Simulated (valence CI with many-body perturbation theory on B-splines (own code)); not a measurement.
## Tm XXXI: magnetic and hyperfine properties of the levels

Calculated by relativistic CI+MBPT: three valence electrons over a frozen Dirac-Fock core [Kr], a basis of 7 s, 7 p, 8 d, 6 f, 4 g, 1 h functions for each j, with the one-electron correlation potential Σ1 (screened to all orders), the two-electron term Σ2, the three-electron term Σ3, Breit, model QED; selected single and double excitations, second order for the rest, scaled by the run's own slope (own B-spline code, finite nucleus).

No measured spectrum was set against this ion. As an estimate, large intervals hold to a few tenths of a per cent, small ones and those within an open d or f shell to about a per cent. The list stops below the first excitations out of the core.

A/g_I is the dipole constant over the nuclear g factor μ/I (μ in nuclear magnetons, uniformly magnetised nucleus), B/Q the quadrupole constant per barn. Both hold the static response of the core; the bare values leave it out. Large factors of s and p1/2 electrons are usually good to 5 to 10 %; those of open d and f shells near neutrality can be off by tens of per cent, and small factors of p3/2, d and f electrons come from cancelling terms and can be off by a factor of two or in sign, in half-filled shells by more. B is blank for J = 1/2, where it vanishes, and for nearly pure S terms. Energies count from the lowest level.

Levels are named by their leading jj configuration (3d3/2^4 stands for four electrons in 3d with j = 3/2), which in mixed levels can hold well under half, so a name can repeat and another be missing. Letters in brackets count levels of one name in rising energy.

| Level | E (eV) | g | A/g_I (MHz) | A/g_I bare | B/Q (MHz/b) | B/Q bare |
| --- | --- | --- | --- | --- | --- | --- |
| (4d3/2^3) J=3/2 | 0.000 | 0.652 | 19800 | 18900 | -10700 | -10300 |
| (4d3/2^2 4d5/2) J=5/2 [a] | 9.505 | 1.049 | 10900 | 10800 | -5860 | -5660 |
| (4d3/2^2 4d5/2) J=3/2 | 11.835 | 1.235 | 8440 | 8650 | -3570 | -3430 |
| (4d3/2^2 4d5/2) J=7/2 | 12.720 | 1.076 | 11400 | 11300 | 2690 | 2560 |
| (4d3/2^2 4d5/2) J=9/2 | 13.252 | 1.067 | 12100 | 12000 | 12300 | 11700 |
| (4d3/2^2 4d5/2) J=1/2 | 13.475 | 1.905 | -9830 | -8230 |  |  |
| (4d3/2^2 4d5/2) J=5/2 [b] | 19.890 | 1.371 | 5490 | 5980 | 16500 | 15900 |
| (4d3/2 4d5/2^2) J=7/2 [a] | 22.389 | 1.079 | 9400 | 9330 | 617 | 588 |
| (4d3/2 4d5/2^2) J=9/2 | 23.684 | 1.138 | 9210 | 9250 | 4670 | 4450 |
| (4d3/2 4d5/2^2) J=3/2 [a] | 25.291 | 1.142 | 10200 | 10200 | -12100 | -11600 |
| (4d3/2 4d5/2^2) J=1/2 | 26.230 | 1.426 | -3410 | -2730 |  |  |
| (4d3/2 4d5/2^2) J=11/2 | 27.085 | 1.088 | 10500 | 10400 | 25800 | 24800 |
| (4d3/2 4d5/2^2) J=5/2 [a] | 27.427 | 1.189 | 4590 | 4770 | 17600 | 16900 |
| (4d3/2 4d5/2^2) J=5/2 [b] | 29.262 | 1.105 | 10800 | 10800 | -5550 | -5330 |
| (4d3/2 4d5/2^2) J=7/2 [b] | 30.087 | 1.106 | 10600 | 10600 | 5480 | 5300 |
| (4d3/2 4d5/2^2) J=3/2 [b] | 35.341 | 1.029 | 14500 | 14300 | 11500 | 11100 |
| (4d5/2^3) J=9/2 | 36.256 | 1.139 | 7730 | 7780 | 3550 | 3420 |
| (4d5/2^3) J=3/2 | 41.534 | 0.992 | 10900 | 10700 | 5860 | 5620 |
| (4d5/2^3) J=5/2 | 44.690 | 1.157 | 7690 | 7780 | 3540 | 3400 |

Problem. Take the isotope of mass number 171, with I = 1/2, μ = -0.23 μN. What is the hyperfine structure of (4d3/2^3) J=3/2?

Solution. From the table A = -9120 MHz. Shifts from the centre of gravity in MHz: F = 1: 11400, F = 2: -6840.
